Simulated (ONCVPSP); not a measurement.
# Building the ONCV potential for indium (PBEsol, fully relativistic).

In, optimised norm-conserving Vanderbilt (ONCV), made with ONCVPSP 4.0.1 (PBEsol, fully relativistic). Core [Ar] 3d10, reference 4s2 4p6 4d10 5s1 (charge +2). Waves: 4s+5s: rc 1.15 bohr, ncon 4, nbas 7, qcut 7.9 1/bohr, 2 projectors; 4p: rc 1.30 bohr, ncon 4, nbas 7, qcut 10.2 1/bohr, 3 projectors, debl 1.7 Ha; 4d: rc 1.35 bohr, ncon 4, nbas 8, qcut 11.7 1/bohr, 2 projectors, debl 1.2 Ha. Local part: polynomial inside 0.90 bohr (lpopt 5, dvloc0 0 Ha). Core correction: none.

Open shells are filled in proportion to 2j + 1.

In the p channel the program set the typed energies aside and used -3.455, 0.250, 1.950 Ha (j = l + 1/2; the other j can differ). In the d channel the program set the typed energies aside and used -1.329, 0.250 Ha (j = l + 1/2; the other j can differ).

Results:

| Item | Value |
| --- | --- |
| Cutoffs needed | 53 Ha and 94 Ha (the cutoffs (Ha) at which the residual kinetic energy of the hardest occupied pseudo-wave falls to 1 and 0.1 mHa per electron) |
| Ghost test | no bound ghost flagged; GHOST(+) flagged for s at 216.2 eV |
| Largest excitation error | +4.0 meV (all-electron minus pseudo) for 4s2 4p6 4d9 5s0, out of 4 test configurations |

Generation and tests took about 9.3 s on one core of a shared server CPU.
